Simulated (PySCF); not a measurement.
# What settings do to a single point of [Gd(SH)2]+

The sound run of [Gd(SH)2]+ (singlet in the valence; each metal's 4f electrons, 7 of them, lie in its core potential, out of spins and levels) uses PySCF 2.14.0, RKS BP86, Gd lcecp-1-SVP with ECP53, S def2-SVP, H def2-SVP; non-relativistic Hamiltonian with scalar-relativistic core potentials where named; density fitting; no spin-orbit coupling, grid (50, 194), threshold 1e-8 Eh and 55 cycles, at the relaxed geometry:

```xyz
5

Gd   -0.0052   -1.4894    0.4190
S    -0.0003    0.4589    2.0144
H     0.0038    1.4689    1.0909
S    -0.0003   -0.6586   -1.9582
H     0.0038    0.6847   -1.6967
```

There Gd1 has a Mulliken charge of 1.03 e and the dipole about the centre of mass is 3.23 D. Each run below changes one thing and starts from free metal ions and neutral atoms unless it says otherwise; with 55 cycles, smearing, a level shift and second-order steps follow where DIIS fails, and their cycles count. Energy shifts count from the sound run. On f atoms grids over 110 angular points are at least (60, 302).

```json
{"change": "grid (40, 110)", "outcome": "converged", "cycles": "10", "energy shift (eV)": "0.0297", "largest force component (eV/Å)": "0.13", "charge on Gd1 (e)": "1.03", "dipole about the centre of mass (D)": "3.24"}
{"change": "threshold 1e-06", "outcome": "converged", "cycles": "8", "energy shift (eV)": "0.0000", "largest force component (eV/Å)": "0.01", "charge on Gd1 (e)": "1.03", "dipole about the centre of mass (D)": "3.23"}
{"change": "spin (2S) set to 3, limit 83 cycles", "outcome": "refused", "cycles": "–", "energy shift (eV)": "–", "largest force component (eV/Å)": "–", "charge on Gd1 (e)": "–", "dipole about the centre of mass (D)": "–"}
{"change": "start from a density of up to 30 smeared cycles (not counted)", "outcome": "converged", "cycles": "9", "energy shift (eV)": "0.0000", "largest force component (eV/Å)": "0.01", "charge on Gd1 (e)": "1.03", "dipole about the centre of mass (D)": "3.23"}
```

Question: How does the run with this change end: S4 put 0.5 Å from Gd1, limit 73 cycles?

Answer: outcome not converged, cycles 73.

Forces carry noise of the integration grid, about 0.01 to 0.03 eV/Å.

An lcecp potential fixes the number of 4f electrons, so in runs with it no electron can move into or out of that shell.
